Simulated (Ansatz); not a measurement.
`[F][Al]([Cl])[SeH]`, relaxed with RKS PBE0-D4/def2-TZVP in the Gaussian-basis code of Ansatz from a PBE-D4/def2-SVP geometry. The force threshold is 0.005 eV/Å; the program also tests the step.

Total charge 0; spin multiplicity 1.

Start:

```xyz
5

F    -1.528   -0.284    0.984
Al   -0.496    0.180   -0.248
Cl   -1.301    1.100   -1.952
Se    1.769   -0.190   -0.061
H     1.555   -0.806    1.276
```

(1) How much energy does the relaxation release, and in how many steps? (An estimate is asked.)

(2) Which bonds change most? (Best estimate.)

(3) Give the relaxed structure. (An estimate is asked.)

Results:

(1) The calculation gave: 2.42 kJ/mol, in 4 steps.

(2) The calculation gave: F1–Al2 from 1.673 to 1.639 Å; Al2–Cl3 from 2.097 to 2.075 Å; Se4–H5 from 1.487 to 1.471 Å; Al2–Se4 from 2.303 to 2.288 Å.

(3) Computed: 
```xyz
5

F    -1.509   -0.279    0.967
Al   -0.500    0.178   -0.241
Cl   -1.288    1.088   -1.931
Se    1.751   -0.189   -0.058
H     1.544   -0.799    1.264
```
